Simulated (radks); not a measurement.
Ca, 20 electrons, occupied as [Ar] 4s2.

All-electron calculation, non-relativistic Kohn-Sham, PBE, spin-polarised, spherical densities, point nucleus; hard spherical wall at 4 bohr. Program: a radial shooting solver on a logarithmic mesh with Libxc functionals.

Energy parts (eV):
total: -18411.984
kinetic: 18479.404
electron-nucleus: -43829.390
Hartree: 7920.499
exchange-correlation: -982.498

Orbitals (lengths in bohr, moments of r in powers of bohr):
orbital  occ.  eigenvalue (eV)      <r^4>
1s          2        -3918.899  0.0001658
2s          2        -402.0317    0.04504
2p          6        -325.7792    0.03725
3s          2         -39.2098      4.149
3p          6         -20.7799      6.579
3d          0           5.6698      18.04
4s          2           9.3565      50.59
4p          0          16.1227      53.85
5s          0          55.6573      59.64

The highest occupied level is 4s at 9.357 eV. The configuration is held as typed, so some empty levels lie below it. The electron density at the nucleus is 5336 e/bohr^3.
